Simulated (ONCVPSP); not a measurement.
## Transferability test, ONCV potential for titanium (Ti)

titanium, optimised norm-conserving Vanderbilt (ONCV), made with ONCVPSP 4.0.1 (Wu-Cohen, scalar-relativistic). Core [Ar], reference 3d2 4s1 4p1. Waves: 4s: rc 2.85 bohr, ncon 4, nbas 8, qcut 2.2 1/bohr, 1 projector; 4p: rc 2.80 bohr, ncon 3, nbas 7, qcut 2.8 1/bohr, 3 projectors, debl 1.7 Ha; 3d: rc 1.25 bohr, ncon 4, nbas 7, qcut 7.4 1/bohr, local. Local part: the d channel. Core correction: Teter function, fcfact 5.75, rcfact 1.4.

Energies are relative to the spin-unpolarised reference configuration 3d2 4s1 4p1; without spin polarisation the order of configurations can differ from experiment. Not all tests gave a result: 1 of 4 tests not solved or not reliable.

| valence configuration | charge | ΔE all-electron (eV) | error AE − PS (meV) |
| --- | --- | --- | --- |
| 3d2 4s2 4p0 | 0 | -3.112 | -12 |
| 3d2 4s1 4p0 | +1 | 4.254 | +9.7 |
| 3d2.5 4s1.5 4p0 | 0 | -2.761 | -35 |

Levels in the configuration 3d2.5 4s1.5 4p0:

```
level  all-electron (eV)  pseudo (eV)
   3d             -2.904       -2.827
   4s             -4.057       -4.076
```

Note: ghosts flagged at negative energy: s at -213.5 eV; GHOST(+) flagged for s at 5.2 eV, p at 58.3 eV. A true bound ghost makes a file unfit for plane-wave use.
